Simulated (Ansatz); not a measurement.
Consider the redistribution: `[NH2][Mo](=[O])([F])=[S]` + `[OH][Zr]([OH])([SH])[Cl]` → `[NH2][Mo](=[O])(=[S])[Cl]` + `[OH][Zr]([OH])([F])[SH]`.

Gas-phase electronic energies from Ansatz, PBE0-D4/def2-TZVP geometries. CCSD(T)/CBS is the MP2 limit (def2-TZVPP, def2-QZVPP) plus CCSD(T) − MP2 in def2-TZVPP, frozen cores. Functionals use def2-TZVPP. Elements past krypton have def2 core potentials. For Mo, Zr outer-core shells are correlated without core-valence functions, which leaves a few kJ/mol of doubt a bond. One conformer a species, not always the lowest.

CCSD(T)/CBS gives -6.8 kcal/mol.

Task: Another level gave -6.7 kcal/mol. Which?
A. B2PLYP/def2-TZVPP
B. PBE0/def2-TZVPP
C. HF/def2-TZVPP
D. MP2/def2-TZVPP

Result: A. B2PLYP -6.7, MP2/def2-TZVPP -10.2, PBE0 -5.1, HF/def2-TZVPP -3.7 kcal/mol.

Largest T1 diagnostic among the species: 0.025, so the coupled-cluster value is less sure than usual.

In def2-TZVPP, CCSD(T) changes the Hartree–Fock value by −2.6 kcal/mol (the triples alone add −0.4 kcal/mol) and MP2 by −6.6 kcal/mol.
